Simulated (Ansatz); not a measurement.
A run for Ansatz (a quantum-chemistry and plane-wave program): R-B3LYP-D3(BJ)/def2-TZVP on GeH5N (SMILES [NH2][GeH3]).

Ansatz 0.2 input:
```yaml
crystal:
  periodic: [false, false, false]
  atoms:
    - {symbol: Ge, position_ang: [-0.69406310, 0.09676237, -0.01952414]}
    - {symbol: N, position_ang: [1.06858224, -0.10594012, -0.25784940]}
    - {symbol: H, position_ang: [-1.33049569, -0.78139354, -1.01936620]}
    - {symbol: H, position_ang: [-1.01951425, 1.53129526, -0.29949339]}
    - {symbol: H, position_ang: [-1.21303757, -0.27371404, 1.36222245]}
    - {symbol: H, position_ang: [1.50145910, -1.05552644, -0.09572847]}
    - {symbol: H, position_ang: [1.61056332, 0.53181387, 0.21784795]}
basis:
  gaussian:
    orbitals: def2-TZVP
hamiltonian:
  xc: b3lyp
  dispersion: d3bj
relax: {f_tol: 0.003, max_steps: 120}
```

It printed:

```
WARN ansatz: RAYON_NUM_THREADS=1 ignored (pool sized by the plan → 1); use --threads N
Functional definition: B3LYP
integrals: 0.03 GiB planned
764 factors; their error is unknown
mean field: 0.33 GiB planned
mean field evaluation 1: about -58084.0274 eV, gradient 6.5e1 eV
mean field evaluation 2: about -58068.3107 eV, gradient 1.0e2 eV
mean field evaluation 4: about -58091.4127 eV, gradient 3.0e0 eV
mean field evaluation 8: about -58091.4233 eV, gradient 2.3e-2 eV
mean field evaluation 16: about -58091.6360 eV, gradient 5.6e-5 eV
mean field -58091.63602691 eV, -2134.8282480638 hartree, gradient 5.6e-5 eV, S^2 0.000000; 0 other end points of the search recorded, 0 dependent functions left out
the calculation of the forces begins
reference -58091.63624676 eV, -2134.8282561433 hartree; 22, 22 occupied and 87, 87 virtual orbitals, 764 factors
relax step   1: F+E_penalty+E_count = -58091.80405133 eV  Δ(F+E_penalty+E_count) = +0.000e0 eV  max|allowed force component| = 3.113e0 eV/Å  Δτ_max = 0.0000 Å  (25 SCF iters, accepted)
these checks for a lower state are left out or cut short: starts, cluster_reference, orbital_swaps, neighbouring_geometries, increment
integrals: 0.03 GiB planned
764 factors; their error is unknown
mean field: 0.32 GiB planned
mean field -58091.83402340 eV, -2134.8355243007 hartree, gradient 1.2e-5 eV, S^2 0.000000; 0 other end points of the search recorded, 0 dependent functions left out
the calculation of the forces begins
reference -58091.83424571 eV, -2134.8355324702 hartree; 22, 22 occupied and 87, 87 virtual orbitals, 764 factors
relax step   2: F+E_penalty+E_count = -58092.00053589 eV  Δ(F+E_penalty+E_count) = -1.965e-1 eV  max|allowed force component| = 8.623e-1 eV/Å  Δτ_max = 0.0849 Å  (29 SCF iters, accepted)
these checks for a lower state are left out or cut short: starts, cluster_reference, orbital_swaps, neighbouring_geometries, increment
integrals: 0.03 GiB planned
764 factors; their error is unknown
mean field: 0.32 GiB planned
mean field -58091.85182115 eV, -2134.8361783559 hartree, gradient 1.2e-5 eV, S^2 0.000000; 0 other end points of the search recorded, 0 dependent functions left out
the calculation of the forces begins
reference -58091.85204391 eV, -2134.8361865421 hartree; 22, 22 occupied and 87, 87 virtual orbitals, 764 factors
relax step   3: F+E_penalty+E_count = -58092.01793813 eV  Δ(F+E_penalty+E_count) = -1.740e-2 eV  max|allowed force component| = 1.817e-1 eV/Å  Δτ_max = 0.0213 Å  (29 SCF iters, accepted)
these checks for a lower state are left out or cut short: starts, cluster_reference, orbital_swaps, neighbouring_geometries, increment
integrals: 0.03 GiB planned
764 factors; their error is unknown
mean field: 0.32 GiB planned
mean field evaluation 32: about -58091.6417 eV, gradient 1.1e-2 eV
mean field -58091.85418017 eV, -2134.8362650483 hartree, gradient 1.2e-5 eV, S^2 0.000000; 0 other end points of the search recorded, 0 dependent functions left out
the calculation of the forces begins
reference -58091.85440254 eV, -2134.8362732203 hartree; 22, 22 occupied and 87, 87 virtual orbitals, 764 factors
relax step   4: F+E_penalty+E_count = -58092.02048867 eV  Δ(F+E_penalty+E_count) = -2.551e-3 eV  max|allowed force component| = 5.129e-2 eV/Å  Δτ_max = 0.0321 Å  (28 SCF iters, accepted)
these checks for a lower state are left out or cut short: starts, cluster_reference, orbital_swaps, neighbouring_geometries, increment
integrals: 0.03 GiB planned
764 factors; their error is unknown
mean field: 0.32 GiB planned
mean field -58091.85464182 eV, -2134.8362820136 hartree, gradient 1.2e-5 eV, S^2 0.000000; 0 other end points of the search recorded, 0 dependent functions left out
the calculation of the forces begins
reference -58091.85486412 eV, -2134.8362901828 hartree; 22, 22 occupied and 87, 87 virtual orbitals, 764 factors
relax step   5: F+E_penalty+E_count = -58092.02089654 eV  Δ(F+E_penalty+E_count) = -4.079e-4 eV  max|allowed force component| = 2.065e-2 eV/Å  Δτ_max = 0.0175 Å  (29 SCF iters, accepted)
these checks for a lower state are left out or cut short: starts, cluster_reference, orbital_swaps, neighbouring_geometries, increment
integrals: 0.03 GiB planned
764 factors; their error is unknown
mean field: 0.32 GiB planned
mean field -58091.85468819 eV, -2134.8362837175 hartree, gradient 1.2e-5 eV, S^2 0.000000; 0 other end points of the search recorded, 0 dependent functions left out
the calculation of the forces begins
reference -58091.85491041 eV, -2134.8362918841 hartree; 22, 22 occupied and 87, 87 virtual orbitals, 764 factors
relax step   6: F+E_penalty+E_count = -58092.02094648 eV  Δ(F+E_penalty+E_count) = -4.994e-5 eV  max|allowed force component| = 5.479e-3 eV/Å  Δτ_max = 0.0088 Å  (29 SCF iters, accepted)
these checks for a lower state are left out or cut short: starts, cluster_reference, orbital_swaps, neighbouring_geometries, increment
integrals: 0.03 GiB planned
764 factors; their error is unknown
mean field: 0.32 GiB planned
mean field -58091.85469472 eV, -2134.8362839576 hartree, gradient 1.1e-5 eV, S^2 0.000000; 0 other end points of the search recorded, 0 dependent functions left out
the calculation of the forces begins
reference -58091.85491693 eV, -2134.8362921237 hartree; 22, 22 occupied and 87, 87 virtual orbitals, 764 factors
relax step   7: F+E_penalty+E_count = -58092.02095297 eV  Δ(F+E_penalty+E_count) = -6.494e-6 eV  max|allowed force component| = 2.268e-3 eV/Å  Δτ_max = 0.0026 Å  (22 SCF iters, accepted)
integrals: 0.03 GiB planned
764 factors; their error is unknown
mean field: 0.32 GiB planned
mean field evaluation 64: about -58091.6426 eV, gradient 9.9e-1 eV
mean field -58091.85469472 eV, -2134.8362839576 hartree, gradient 1.4e-5 eV, S^2 0.000000; 1 other end points of the search recorded, 0 dependent functions left out
the calculation of the forces begins
reference -58091.85491693 eV, -2134.8362921237 hartree; 22, 22 occupied and 87, 87 virtual orbitals, 764 factors
Total energy: -58092.02117518 eV, -2134.8424020018 hartree
Atom 0 at    -0.705741     0.093250    -0.030517 Å, force     0.001706    -0.001519    -0.000104 eV/Å
Atom 1 at     1.123713    -0.090504    -0.274795 Å, force    -0.000726     0.002268    -0.001061 eV/Å
Atom 2 at    -1.382958    -0.847677    -1.039602 Å, force    -0.000053    -0.000117    -0.000031 eV/Å
Atom 3 at    -1.045481     1.562719    -0.326228 Å, force     0.000346     0.000067     0.000061 eV/Å
Atom 4 at    -1.201506    -0.259044     1.394018 Å, force    -0.000520     0.000137     0.000353 eV/Å
Atom 5 at     1.459151    -1.036755    -0.146984 Å, force    -0.001145    -0.000870     0.000431 eV/Å
Atom 6 at     1.676316     0.521309     0.312217 Å, force     0.000391     0.000034     0.000351 eV/Å
Dipole moment:     0.078269    -0.073408     0.212231 e Å
```

Self-consistency was reached.

Cost: roughly 15 core-seconds.
